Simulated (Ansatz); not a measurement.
```xyz
13

C     0.236   -1.989   -0.549
O     1.202   -1.455    0.334
Si    1.084    0.001    1.055
S     1.053    1.620   -0.360
Si   -1.029    1.969   -0.423
F    -1.800    0.720   -1.065
H     0.528   -3.013   -0.784
H    -0.760   -1.999   -0.095
H     0.190   -1.409   -1.475
H    -0.165    0.103    1.857
H     2.302    0.151    1.874
H    -1.242    3.141   -1.299
H    -1.598    2.159    0.929
```

Charge 0, multiplicity 1.

**Question.** List the PBE0/def2-TZVPP orbital energies in eV (Ansatz 0.2.0). (Estimate.)

**Answer.** The calculation gave: Occupied: -2422.38, -1804.14, -1803.70, -673.99, -523.00, -279.55, -217.78, -161.57, -161.53, -161.46, -146.31, -145.90, -101.01, -100.97, -100.92, -100.60, -100.56, -100.53, -33.37, -28.75, -20.65, -19.50, -15.82, -15.12, -13.13, -13.11, -13.09, -12.87, -12.72, -12.44, -10.60, -10.32, -9.83, -9.23, -9.02, -8.44, -8.04. Lowest empty: -0.02, 0.23, 0.35, 0.85, 1.24, 1.77, 1.91, 2.11.
